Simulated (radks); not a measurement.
The numbers below are computed, except where a source is named.
Species: Bi34+. Configuration: [Ar] 3d10 4s2 4p4 4d10 4f3 5p2 (not the ground configuration). Code: a radial shooting solver on a logarithmic mesh with Libxc functionals. Model: non-relativistic Kohn-Sham, SCAN, spin-unpolarised, spherical densities, point nucleus; meta-GGA in the generalised Kohn-Sham scheme; relativity is left out, which matters for an element this heavy.

Local quantities along the radius. ELF = 1/(1 + alpha^2) is the electron localisation function; alpha = (tau - tau_W)/tau_unif compares the Pauli kinetic energy density with that of the uniform gas; 4 pi r^2 rho is in e/bohr; -r V(r) is the screened charge that the Kohn-Sham potential presents (atomic units); r v_xc is r times the local exchange-correlation potential (hartree bohr, multiplicative part alone).

| r (bohr) | ELF | alpha | 4 pi r^2 rho | -r V(r) | r v_xc |
|---|---|---|---|---|---|
| 0.0008982 | 0.999 | 0.02376 | 3.591 | 82.63 | -0.1042 |
| 0.00116 | 0.999 | 0.02518 | 5.737 | 82.52 | -0.1245 |
| 0.001511 | 0.999 | 0.02723 | 9.178 | 82.36 | -0.1509 |
| 0.001952 | 0.999 | 0.03006 | 14.24 | 82.16 | -0.1826 |
| 0.002541 | 0.999 | 0.03431 | 21.89 | 81.90 | -0.2227 |
| 0.003283 | 0.998 | 0.04053 | 32.31 | 81.56 | -0.2694 |
| 0.004274 | 0.997 | 0.05067 | 46.50 | 81.12 | -0.3260 |
| 0.005521 | 0.996 | 0.06709 | 63.19 | 80.58 | -0.3887 |
| 0.00719 | 0.991 | 0.09750 | 81.57 | 79.86 | -0.4603 |
| 0.009287 | 0.977 | 0.1548 | 97.08 | 78.99 | -0.5365 |
| 0.012 | 0.930 | 0.2744 | 106.0 | 77.92 | -0.6297 |
| 0.01562 | 0.772 | 0.5433 | 105.9 | 76.62 | -0.7788 |
| 0.02018 | 0.486 | 1.028 | 100.1 | 74.70 | -0.5537 |
| 0.02628 | 0.329 | 1.427 | 99.42 | 72.73 | -0.6979 |
| 0.03394 | 0.429 | 1.153 | 114.0 | 70.12 | -0.5342 |
| 0.0442 | 0.651 | 0.7316 | 139.6 | 67.69 | -1.081 |
| 0.05709 | 0.706 | 0.6450 | 151.8 | 64.51 | -1.176 |
| 0.07434 | 0.531 | 0.9394 | 138.7 | 60.52 | -0.8961 |
| 0.09603 | 0.386 | 1.261 | 126.6 | 56.85 | -1.112 |
| 0.125 | 0.563 | 0.8806 | 136.4 | 53.00 | -1.474 |
| 0.1615 | 0.703 | 0.6494 | 130.6 | 49.06 | -1.563 |
| 0.2103 | 0.429 | 1.154 | 87.32 | 45.49 | -1.785 |
| 0.2717 | 0.295 | 1.547 | 66.68 | 41.68 | -1.313 |
| 0.3538 | 0.663 | 0.7133 | 71.14 | 39.10 | -1.722 |
| 0.457 | 0.645 | 0.7427 | 47.28 | 36.78 | -1.346 |
| 0.595 | 0.218 | 1.896 | 16.80 | 35.28 | -0.7884 |
| 0.7686 | 0.149 | 2.394 | 5.872 | 34.97 | -0.8391 |
| 1.001 | 0.185 | 2.100 | 1.442 | 34.39 | -0.3721 |
| 1.293 | 0.020 | 7.028 | 0.1168 | 34.10 | -0.09666 |
| 1.684 | 0.000 | 93.85 | 0.001704 | 34.04 | -0.04108 |

On this mesh the ELF has minima near r = 0.026, 0.096, 0.24, 0.68 bohr, which separate the shells, and maxima near 0.057 (0.71), 0.16 (0.70), 0.40 (0.71), 0.87 (0.20).

Self-consistent cycle (total energy in hartree, residual of the potential): 1: -19283.85304, 9e+01; 2: -19364.05466, 5e+01; 3: -19420.71817, 2e+00; 4: -19420.79736, 1e+00; 5: -19420.81801, 5e-02; 6: -19420.81796, 2e-02; 7: -19420.81791, 1e-03; 8: -19420.81790, 3e-04; 9: -19420.81789, 2e-05; 10: -19420.81789, 1e-05; 11: -19420.81789, 1e-06.
